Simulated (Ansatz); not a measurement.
Computed with Ansatz on PBE0-D4/def2-TZVP structures; ΔE is electronic, products minus reactants. CBS: MP2 limit from def2 TZ/QZ plus the TZ coupled-cluster correction, frozen cores. This one scheme is used for every species. Functionals use def2-TZVPP. B3LYP here is the variant with VWN-RPA as its local correlation; programs differ in this. Each species was taken in one conformer, which may not be the lowest.

Consider the hydrogenolysis of a C–C bond: `C=CC[SiH](F)Cl` + H₂ → `C[SiH](F)Cl` + `C=C`.

`C=CC[SiH](F)Cl`:

Cartesian coordinates in Å:
```
C 1.077 -1.622 -0.650
C 0.086 -1.106 0.065
C -0.764 0.046 -0.356
Si -0.255 1.606 0.520
F -1.214 2.799 0.076
Cl -0.450 1.374 2.542
H 1.675 -2.443 -0.272
H 1.322 -1.248 -1.639
H -0.120 -1.513 1.052
H -1.822 -0.134 -0.139
H -0.671 0.234 -1.431
H 1.136 2.007 0.232
```

H₂:

Z-matrix (Å, degrees):
```
H
H 1 0.746
```

`C[SiH](F)Cl`:

```xyz
8

C     0.522    0.866    0.021
Si   -0.324   -0.771    0.000
F    -0.547   -1.273    1.496
Cl   -2.164   -0.607   -0.878
H     1.496    0.784    0.510
H     0.675    1.230   -0.997
H    -0.079    1.600    0.563
H     0.422   -1.829   -0.714
```

`C=C`:

Cartesian coordinates in Å:
```
C 0.355 -0.375 0.413
C -0.355 0.375 -0.413
H -0.042 -1.295 0.830
H 1.362 -0.102 0.709
H 0.042 1.295 -0.830
H -1.362 0.102 -0.709
```

**Question.** Is it downhill or uphill in electronic energy at CCSD(T)/CBS, and by how much? (An estimate is asked.)

**Answer.** Ansatz gave: Downhill: ΔE = -0.57 eV.

**Question.** What do these levels give: PBE-D4, PBE0-D4, B3LYP-D4, ωB97X-V, B2PLYP, PBE, r2SCAN, PBE0, HF/def2-TZVPP, CCSD/def2-TZVPP, HF/def2-QZVPP, HF/CBS(def2)? (Best estimate.)

**Answer.** The calculation gave: PBE-D4 -0.50, PBE0-D4 -0.55, B3LYP-D4 -0.57, ωB97X-V -0.58, B2PLYP -0.64, PBE -0.59, r2SCAN -0.58, PBE0 -0.62, HF/def2-TZVPP -0.84, CCSD/def2-TZVPP -0.63, HF/def2-QZVPP -0.84, HF/CBS(def2) -0.84 eV.

Largest T1 diagnostic among the species: 0.011.

From PBE to PBE0 (25 % exact exchange), in def2-TZVPP and without D4, ΔE moves by −0.03 eV. In def2-TZVPP, CCSD(T) changes the Hartree–Fock value by +0.26 eV (the triples alone add +0.05 eV) and MP2 by +0.33 eV. The D4 term adds +0.14 eV with B3LYP and +0.08 eV with PBE0; it sums over pairs of atoms, weighted by their polarisabilities, and B3LYP, whose exchange is more repulsive, gets the larger term.
